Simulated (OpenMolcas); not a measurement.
Tb3+ with 6 ligands (iodide) in trigonal antiprismatic coordination (D3d), a polar angle of 54.2° against the regular 54.74°. A charge of +0.5 e stands 3.2 Å behind each ligand. Ligand basis ANO-RCC-VDZP.

```json
{"Program": "OpenMolcas", "Method": "CASSCF", "Basis": "ANO-RCC-VDZP [7s6p4d2f1g]", "Scalar Hamiltonian": "DKH2, point nucleus", "Active space": "8 electrons in 7 orbitals (4f)", "State averaging": "2S+1 = 7 even, 7 roots; 2S+1 = 5 even, 62 roots kept (CI in the orbitals of an earlier block); 2S+1 = 3 even, 2 roots kept (CI in the orbitals of an earlier block, 0 in the spin-orbit step)", "Spin-orbit coupling": "state interaction with AMFI integrals over the reference wave functions"}
```

All ligands move together. At R = 3.05 Å the width of the lowest J multiplet is 105 cm-1, and at R = 3.25 Å it is 80 cm-1.

Problem. A third run gives 133 cm-1. What distance was it run at?

Solution. With a power law R^-n the two known points give n = -ln(80 / 105) / ln(3.25 / 3.05) = 4.28. Then R = 3.05 × (105 / 133)^(1/4.28) = 2.886 Å. The run was at 2.89 Å, so the estimate is off by -0.004 Å.

High states are left out of the spin-orbit mixing, which shifts the levels that they would mix with. Without dynamic correlation the ligand-field splitting of an f shell can come out too small, at times by half. A group larger than the point group allows holds several states that coincide in this model. No measured value stands beside these numbers; the geometry is a model, was not optimised and need not be the one that this ion takes.
